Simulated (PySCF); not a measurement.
A small calculation by hand: dipole moment from atomic charges

Si(Cl)(H)(SH)2 (ClH3S2Si), SMILES [SiH](S)(S)Cl. Atoms are numbered in the order given.

```xyz
7

Si     0.1973     0.0994    -0.4791
S     -0.9470     1.7095     0.3720
S     -0.9637    -1.6897    -0.7252
Cl     1.7939    -0.1170     0.8339
H      0.7431     0.3762    -1.8446
H     -1.9693     1.5467    -0.5169
H     -1.4608    -1.6421     0.5438
```

The structure is a stationary point at PBE-D3(BJ)/def2-SVP. Other conformers were not sampled.

Charges (e) from PySCF with ωB97X/def2-TZVP:

```csv
atom,IAO,ESP fit
Si1,0.836,0.044
S2,-0.299,-0.205
S3,-0.300,-0.204
Cl4,-0.324,-0.069
H5,-0.126,0.070
H6,0.105,0.181
H7,0.108,0.182
```

The dipole moment of the full density is 1.49 D.

**Question.** What dipole moment does each set of point charges give, and which comes closer to that of the density?

**Answer.** 
μ = Σ q r, and 1 e Å = 4.8032 D.
IAO: Σ q r = (-0.302, 0.054, -0.328) e Å, |μ| = 2.16 D.
ESP fit: Σ q r = (-0.295, 0.014, -0.131) e Å, |μ| = 1.55 D.
ESP fit comes closer in size. Point charges leave out the atoms' own dipoles (lone pairs, polarised bonds); fits to the potential absorb them, partitions of the density don't.
